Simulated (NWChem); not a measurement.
H₄OSi

```xyz
6

Si     0.5275    -0.0898     0.0000
O     -1.0959     0.2835     0.0000
H      0.9203    -0.8819    -1.2089
H      1.2536     1.2083     0.0000
H      0.9203    -0.8819     1.2089
H     -1.7115    -0.4547     0.0000
```
Charge 0, spin multiplicity 1.

Program: NWChem. Structure: optimised with PBE0/def2-SVP, a minimum by its harmonic frequencies.

Symmetry labels belong to the abelian group Cs used in the runs, with the axes of the coordinates shown.

The structure started from a generated list of species.

Task: List the lowest 6 singlet excitations that CIS/aug-cc-pVDZ gives, with oscillator strengths.

Result: 
```csv
state,symmetry,energy (eV),wavelength (nm),f
1,a",8.26,150,0.000
2,a',9.05,137,0.019
3,a",9.26,134,0.110
4,a",9.67,128,0.025
5,a',9.68,128,0.166
6,a",9.85,126,0.110
```
